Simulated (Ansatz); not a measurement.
Molecule: GeH (charge 0, doublet). 
Structure (B3LYP-D3(BJ)/def2-TZVP (Ansatz, a first-principles code) minimum search):
```
Ge
H 1 1.6063
```
Charge 0, spin multiplicity 2.

Problem. Give the harmonic wavenumbers at B3LYP-D3(BJ)/def2-TZVP (Ansatz, finite differences of forces, unscaled).

Solution. 1873 cm⁻¹. Zero-point energy 2.7 kcal/mol.

Problem. From these and the geometry, give the ideal-gas thermochemistry at 298.15 K and 1 atm (rigid rotor, harmonic oscillator).

Solution. Point group C∞v, rotational symmetry number 1. Rotational constants 197, 197 GHz. S(trans) 38.81, S(rot) 8.85, S(vib) 0.00, S(elec, spin only) 1.38, S 49.0 cal/(mol K). H(298) - H(0) 2.07 kcal/mol; G - E(el) -9.9 kcal/mol.
